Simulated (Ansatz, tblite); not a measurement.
Cost and result up the ladder for [Cu(PH3)2]+ (CuP2H6⁺) (9 atoms). Charge 1, multiplicity 1. Geometry: PBE-D4/def2-SVP.

Cartesian coordinates in Å:
```
Cu -0.009 0.001 -0.004
P -0.941 -1.141 1.678
H -0.896 -0.553 2.976
H -0.414 -2.435 1.964
H -2.331 -1.445 1.580
P 0.937 1.141 -1.679
H 0.365 2.401 -2.027
H 0.982 0.516 -2.960
H 2.306 1.514 -1.528
```

Ansatz on 4 threads of Arm Neoverse V1 on a shared host; xTB runs through tblite on one thread. Times are rough, summed over both states, and most runs start from the orbitals of an earlier one. PBE0-D4/def2-TZVP serves as the yardstick here, not as an exact answer. The other state is a doublet.

The xTB rows come from tblite.

Raw xTB energies of ions are shifted by several eV.

| level | functions | wall time |
| --- | --- | --- |
| GFN1-xTB | 39 | 0.01 s |
| GFN2-xTB | 33 | 0.013 s |
| PBE-D4/def2-TZVP | 155 | 3.8 s |
| PBE0-D4/def2-TZVP | 155 | 6.4 s |
| r2SCAN-D4/def2-TZVP | 155 | 8.6 s |

Task: Estimate what each level gives for the vertical IE (eV).

Result: 
```tsv
level	vertical IE (eV)	difference from PBE0-D4/def2-TZVP (eV)
GFN1-xTB	18.79	4.24
GFN2-xTB	18.17	3.62
PBE-D4/def2-TZVP	14.69	0.14
PBE0-D4/def2-TZVP	14.55	0.00
r2SCAN-D4/def2-TZVP	14.56	0.01
```
